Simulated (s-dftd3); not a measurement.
barium atom (Ba), singlet; D3(op) for tpssh (s-dftd3).

The s-dftd3 input:
```
$ s-dftd3 mol.xyz --op tpssh --json dftd3.json --noedisp --grad

# file mol.xyz
1

Ba     0.00000000     0.00000000     0.00000000
```

What the program printed (banner, timings and long lists left out):

```
-----------------------------------
 s i m p l e   D F T - D 3  v1.4.0
-----------------------------------

Optimized power damping: tpssh-D3(op)
--------------------
   s6        1.0000
   s8        0.4319
   s9        0.0000
   a1        0.5750
   a1        3.0000
  alp       14.0000
 beta        8.0000
--------------------

Dispersion energy:       0.0000000000000E+00 Eh

Gradient norm:           0.0000000000000E+00 Eh/a0
--------------------------------------------------
     #    Z           dE/dx      dE/dy      dE/dz
--------------------------------------------------
     1   56 Ba    0.000E+00  0.000E+00  0.000E+00
--------------------------------------------------

Virial:
--------------------------------------------------
      component           x          y          z
--------------------------------------------------
          x       0.000E+00  0.000E+00  0.000E+00
          y       0.000E+00  0.000E+00  0.000E+00
          z       0.000E+00  0.000E+00  0.000E+00
--------------------------------------------------

[Info] JSON dump of results written to 'dftd3.json'
```
